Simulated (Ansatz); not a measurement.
Two members of one family ((X3Si)2Y), computed with Ansatz in the gas phase. The two geometries come from different levels. Binding counts from free atoms in the multiplicity of their measured ground term, without zero-point energy. A dash marks a value that wasn't run or was left out as unsound. The structures are stationary points that may keep the symmetry of their start. Remarks come from the PBE and PBE0 runs and from stability tests at other levels; not every state was tested. HOMO above LUMO (over both spins in singlets and doublets, within one spin in higher multiplets; at PBE or PBE0), or a gap under 0.15 eV within one spin, warns that the state may not be the lowest or that an electron is smeared out.

First: (H3Si)2CH2 (singlet, charge 0, PBE-D4/def2-SVP geometry).

```xyz
11

Si   -0.663   -0.253    1.446
H    -1.839    0.312    2.198
H     0.583   -0.004    2.253
H    -0.852   -1.741    1.312
C    -0.501    0.539   -0.266
Si    0.972   -0.078   -1.283
H     2.260    0.234   -0.569
H     0.883   -1.569   -1.471
H     1.009    0.572   -2.640
H    -0.415    1.641   -0.145
H    -1.436    0.348   -0.837
```

```
            level  HOMO (eV)  LUMO (eV)  gap (eV)  vertical IE (eV)  binding per atom (eV)
 PBE-D4/def2-TZVP      -7.54      -0.59      6.95             10.47                   3.27
 B97M-V/def2-TZVP      -7.97      -0.52      7.45                 –                   3.31
 PBE0-D4/def2-SVP      -8.79       0.67      9.46                 –                   3.27
PBE0-D4/def2-TZVP      -8.78       0.20      8.98             10.76                   3.27
ωB97M-V/def2-TZVP     -10.96       1.72     12.68                 –                   3.30
```

Remarks: gap within one spin near zero at PBE or PBE0 (+1 doublet).

Second: (H3Si)2NMe (singlet, charge 0, r2SCAN-D4/def2-SVP geometry).

```xyz
13

Si    0.542    0.415   -1.581
H    -0.301   -0.262   -2.622
H     0.396    1.891   -1.730
H     1.957   -0.001   -1.832
N     0.084   -0.025    0.045
C     0.259   -1.432    0.426
Si   -0.784    0.992    1.168
H    -2.213    0.572    1.344
H    -0.755    2.392    0.658
H    -0.139    0.913    2.517
H     0.399   -1.531    1.516
H     1.158   -1.861   -0.051
H    -0.604   -2.064    0.140
```

Q: Estimate how these quantities change from the first to the second (second minus first).

A: 
```json
{"level": "PBE-D4/def2-TZVP", "Δ HOMO (eV)": "1.78", "Δ LUMO (eV)": "-0.21", "Δ gap (eV)": "-1.99", "Δ vertical IE (eV)": "-1.74", "Δ binding per atom (eV)": "0.14"}
{"level": "B97M-V/def2-TZVP", "Δ HOMO (eV)": "1.74", "Δ LUMO (eV)": "-0.18", "Δ gap (eV)": "-1.92", "Δ vertical IE (eV)": "–", "Δ binding per atom (eV)": "0.11"}
{"level": "PBE0-D4/def2-SVP", "Δ HOMO (eV)": "1.85", "Δ LUMO (eV)": "-0.19", "Δ gap (eV)": "-2.04", "Δ vertical IE (eV)": "–", "Δ binding per atom (eV)": "0.11"}
{"level": "PBE0-D4/def2-TZVP", "Δ HOMO (eV)": "1.73", "Δ LUMO (eV)": "-0.15", "Δ gap (eV)": "-1.88", "Δ vertical IE (eV)": "-1.85", "Δ binding per atom (eV)": "0.12"}
{"level": "ωB97M-V/def2-TZVP", "Δ HOMO (eV)": "1.63", "Δ LUMO (eV)": "0.00", "Δ gap (eV)": "-1.63", "Δ vertical IE (eV)": "–", "Δ binding per atom (eV)": "0.12"}
```
